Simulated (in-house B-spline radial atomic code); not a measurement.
## Correlation energy from the adiabatic connection: −Z/r, Z = 1.01, wall at 2.72 bohr

Two electrons in a singlet, external potential −Z/r, Z = 1.01, wall at 2.72 bohr (atomic units). Full CI in B-splines (partial waves to l = 8, correlation up to 0.6 % small) with the density held fixed gives W(λ) = <V_ee>_λ − U, and E_c is the integral of W(λ) − W(0) from 0 to 1.

```tsv
λ	W(λ) − W(0) (hartree)
0	0.00000
0.02	-0.00191
0.05	-0.00474
0.12	-0.01112
0.25	-0.02227
0.4	-0.03409
0.6	-0.04832
0.8	-0.06104
1	-0.07247
```

(1) Integrate the table by the trapezoid rule.

(2) Now use only three numbers: W(0) = -0.76528, the initial slope W'(0) = -0.09625 (extrapolated from the first points) and the strong-coupling limit of the point-charge-plus-continuum model, W∞ = -0.89252. What do second-order theory and the interpolation W(λ) = W∞ + (W(0) − W∞)/√(1 + 2χλ) of Seidl, Perdew and Levy give?

## Answers

(1) The strips give -0.00002, -0.00010, -0.00056, -0.00217, -0.00423, -0.00824, -0.01094, -0.01335, which sum to -0.03960 hartree. The direct value, W(1) − W(0) + T_c with T_c = 0.03277, is -0.03970; the curve is convex, so chords lie above it and the trapezoids fall short in size by 0.25 %.

(2) Second order keeps the slope alone: E_c = W'(0)/2 = -0.04813, +21 % in size against -0.03970. Matching the slope fixes χ = W'(0)/(W∞ − W(0)) = -0.09625/(-0.12724) = 0.75644. Integrating, with s = √(1 + 2χ) = 1.585209, E_c = −(W(0) − W∞)(s − 1)/(s + 1) = −0.12724 × 0.585209/2.585209 = -0.02880 hartree, -27.4 % in size against the full result. At λ = 1 the formula gives W − W(0) = -0.04697 against -0.07247. Part of the miss can come from the model's W∞, which here lies above the computed W at λ = 10, -0.98734.
